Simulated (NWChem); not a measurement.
## Correlation energy of thiourea (CH₄N₂S)

SMILES: NC(N)=S
```xyz
8

N     -1.0965    -0.3517    -1.0488
C      0.0000     0.0000    -0.3153
N      1.0965     0.3517    -1.0488
S      0.0000     0.0000     1.3534
H     -1.1896    -0.0545    -2.0146
H     -1.9524    -0.4855    -0.5252
H      1.1896     0.0545    -2.0146
H      1.9524     0.4855    -0.5252
```
Charge 0, spin multiplicity 1.

The numbers come from NWChem runs, not from measurements. The geometry was optimised at B3LYP/def2-SVP, a minimum by its harmonic frequencies. It is one conformer; others weren't searched.

Basis set: cc-pVDZ. Each correlation energy counts from its own Hartree-Fock reference.

The correlated methods keep 8 core orbitals frozen. Coupled-cluster values serve here as a point of comparison, not as the truth.

Task: One of these methods gave a correlation energy of -596.0 mHa. Which?
A. CR-CCSD[T]
B. RI-MP2
C. CCSD
D. SCS-MP2

Result: B, RI-MP2. The others give -579.6 (SCS-MP2), -644.7 (CR-CCSD[T]), -628.7 (CCSD).
